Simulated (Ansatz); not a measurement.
Ideal-gas functions of CH₄SSn (`[CH3][Sn][SH]`) at 500 K and 1 bar, from an Ansatz frequency run at PBE0-D4/def2-TZVP.

Molar mass 166.82 g/mol, point group Cs (symmetry number 1), electronic degeneracy 1, moments of inertia 69.08, 167.604, 233.524 u Å². Harmonic wavenumbers (cm⁻¹, unscaled): 97, 155, 332, 336, 484, 600, 603, 708, 1187, 1437, 1443, 2704, 3039, 3129, 3146.

Use S(trans) = R[1.5 ln M + 2.5 ln T − 1.1517]; rotational temperatures θ = 24.2544 K / I; S(rot) = R[ln(√π/σ · √(T³/θAθBθC)) + 1.5]; for each mode x = 1.438777 ν̃/T, S = R[x/(eˣ − 1) − ln(1 − e⁻ˣ)] and H = RT x/(eˣ − 1); 1 cm⁻¹ = 0.0119627 kJ/mol; R = 8.31446 J/(mol·K).

Question: By hand: the entropy, in J/(mol·K).

Answer: Translation 183.4. Rotation: θ = 0.3511, 0.1447, 0.1039 K, giving 116.5. Vibration, mode by mode: 18.95, 15.10, 9.00, 8.91, 6.20, 4.74, 4.70, 3.70, 1.24, 0.69, 0.68, 0.03, 0.01, 0.01, 0.01, in all 74.0. Electronic 0.0. Sum 373.9 J/(mol·K).

Question: By hand: H − E and G − E in kJ/mol, counted from the electronic energy.

Answer: Zero-point energy ½ × 19400 × 0.0119627 = 116.0; thermal vibration 19.2; translation, rotation and pV give 4 RT = 16.6. H − E = 151.8 kJ/mol, and G − E = 151.8 − 500 × 373.9/1000 = -35.1 kJ/mol.

Vibration gives 20 % of the entropy, 19.0 J/(mol·K) of it from the mode under 150 cm⁻¹: soft modes count most, and the harmonic formula is weakest for them. The sum counts one conformer and one mirror image; others add a mixing term.
